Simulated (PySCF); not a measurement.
# Spinor energies of Si (silicon, neutral)

Start: [Ne] 3s2 3p1 4s1; 3p3/2 filled at m_j = +3/2; 4s1/2 filled at m_j = +1/2. Calculated with PySCF 2.14 in x2c-SVPall-2c with one added diffuse shell each of s, p type (5s5p1d, 25 functions): generalised Hartree-Fock with the X2C-1e Hamiltonian and a Gaussian nucleus; one run each with spin-orbit coupling (SO) switched off, then screened by Boettger's factors. This is a chosen level, not necessarily the ground level.

```
spinor shell  electrons  ε, spin-free (eV)  ε, screened SO (eV)  weight of nominal j (screened SO)  rms radius, screened SO (bohr)
       1s1/2          2            -1880.7              -1880.7                              1.000                           0.129
       2s1/2          2            -172.79              -172.79                              1.000                           0.613
       2p1/2          2            -120.34              -120.73                              0.971                           0.598
       3s1/2          2            -18.043              -18.047                              0.999                            2.25
       3p3/2          1            -11.168              -11.154                              1.000                            2.79
       4s1/2          1             -2.834               -2.834                              1.000                            6.30
```

Q: Where does 2p3/2 lie, and what is the 2p spin-orbit splitting (screened SO)?

A: At -120.16 eV, 0.566 eV above 2p1/2.

```tsv
quantity	spin-free	screened SO
E (hartree)	-289.16846	-289.16813
M_J	2	2
⟨J²⟩	6.011	6.011
⟨L²⟩	2.008	2.008
⟨S²⟩	2.003	2.003
```

Each row is a mean over spinors that exchange with the open shell spreads, by up to 2.555 eV (3s1/2).

Without spin-orbit coupling the j labels of p, d and f shells carry no meaning; the spin-free column gives the mean over the occupied spinors of each nl shell.
